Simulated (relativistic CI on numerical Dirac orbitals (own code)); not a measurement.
Sensitivity of the levels of Bi¹⁵⁺ to α and to the nuclear radius

Method of calculation: Dirac-Coulomb-Breit CI, separate exchange-only KLI orbitals for each configuration, derivatives by finite differences, unscaled Slater integrals, QED left out (own radial code, finite nucleus).

Configuration list (outside the closed core [Kr] 4d10 4f14): 5s2 5p6, 5s2 5p5 5d, 5s 5p6 5d, 5s2 5p5 5f, 5s 5p6 5f, 5s2 5p5 6s, 5p6 5d2, 5p5 5d3, 5p5 5d2 5f, 5p5 5d2 6s. Double excitations out of closed p, d and f shells are left out; levels of such configurations are missing from the list, as are those of other unlisted configurations, and high levels can miss mixing partners.

With x = (α/α₀)² − 1 an excitation energy changes as ω = ω₀ + qx; K = 2q/ω₀ is the relative enhancement. Terms are leading LS components, so labels can repeat. The field-shift factor is F = δν/δ⟨r²⟩ for the transition from the lowest level.

Lowest level 5s2 5p6 1S_0.

```tsv
Level	ω₀ (cm⁻¹)	q (cm⁻¹)	K	F (GHz/fm²)
5s2 5p5 5d 3P°_0	546260	18140	0.0664	15.9
5s2 5p5 5d 3P°_1	560548	23710	0.0846	16.1
5s2 5p5 5d 3F°_3	575292	20270	0.0705	14.9
5s2 5p5 5d 3D°_2	579839	21690	0.0748	15.8
5s2 5p5 5d 3F°_4	599367	56970	0.19	17.2
5s2 5p5 5d 1D°_2	609207	56890	0.187	18.2
5s2 5p5 5d 3D°_3	630146	55720	0.177	19.2
5s2 5p5 5d 3D°_1	688521	88670	0.258	8.28
5s2 5p5 5d 3F°_2	806877	331800	0.823	-68.2
5s2 5p5 5d 3D°_2	848133	368800	0.87	-63.6
5s2 5p5 5d 3F°_3	856393	368900	0.861	-64.7
5s2 5p5 5d 1P°_1	896774	287400	0.641	-50.9
5s2 5p5 6s 3P°_2	1112760	-129800	-0.233	417
```

At this charge energies of transitions that change n are usually good to better than 1 %, and those within a shell (Δn = 0) to a few per cent. Levels and lines within the n = 5 or 6 shells can be off by up to 10 % or somewhat more, and those that change n by about 2 %, since core polarisation is missing.
